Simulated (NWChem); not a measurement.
System: SiCl cation, singlet

Here is an NWChem input.

```
start job
memory heap 200 mb stack 900 mb global 1100 mb
charge 1
geometry units angstroms noautosym nocenter noautoz
  Si     0.000000     0.000000    -1.079983
  Cl     0.000000     0.000000     0.894192
end
basis spherical
  * library def2-svpd
end
dft
  xc b3lyp
  iterations 150
end
tddft
  nroots 8
  notriplet
end
task tddft energy
```

Low-valent species are run as closed-shell singlets; no triplet was tried in these runs. Coordinates come from a PBE0/def2-SVP optimisation.

Vertical excitations in the gas phase.

Q: Predict the main results of this run. (B3LYP/def2-SVPD, full TDDFT.) Quantities: lowest excitation, singlet (eV); lowest state with f > 0.02, singlet (eV); orbital gap (eV).

A: 
```
Quantity                                  Result
----------------------------------------  ------
lowest excitation, singlet (eV)             5.48
lowest state with f > 0.02, singlet (eV)    5.48
orbital gap (eV)                            6.19
```
